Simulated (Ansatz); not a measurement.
`FC([SiH3])CCl` and `F[CH]([GeH3])CCl` differ in one atom or group.

Ansatz, PBE0-D4/def2-TZVP geometries, multiplicity 1. Each molecule was computed in one conformer, which needn't be the lowest.

Scalar relativity is left out up to krypton.

```json
{"property": "HOMO–LUMO gap (PBE/def2-TZVPP) / eV", "`FC([SiH3])CCl`": "6.17"}
{"property": "HOMO–LUMO gap (PBE0/def2-TZVPP) / eV", "`FC([SiH3])CCl`": "8.56"}
{"property": "LUMO energy (PBE0/def2-TZVPP) / eV", "`FC([SiH3])CCl`": "0.13"}
{"property": "size of the dipole moment (ωB97M-V/def2-TZVPP) / D", "`FC([SiH3])CCl`": "2.53"}
{"property": "size of the dipole moment (PBE/def2-TZVPP) / D", "`FC([SiH3])CCl`": "2.34"}
{"property": "HOMO energy (B3LYP/def2-TZVPP) / eV", "`FC([SiH3])CCl`": "-8.18"}
```

**Question.** What does the change do to each property? (Best estimate.)

**Answer.** The calculation gave: 
```tsv
property	`F[CH]([GeH3])CCl`	shift
HOMO–LUMO gap (PBE/def2-TZVPP) / eV	6.18	0.01
HOMO–LUMO gap (PBE0/def2-TZVPP) / eV	8.54	-0.02
LUMO energy (PBE0/def2-TZVPP) / eV	0.22	0.09
size of the dipole moment (ωB97M-V/def2-TZVPP) / D	2.56	0.03
size of the dipole moment (PBE/def2-TZVPP) / D	2.36	0.02
HOMO energy (B3LYP/def2-TZVPP) / eV	-8.09	0.09
```

Dipoles are sizes alone; their direction can turn.

B3LYP here is the variant with VWN-RPA as its local correlation; programs differ in this.
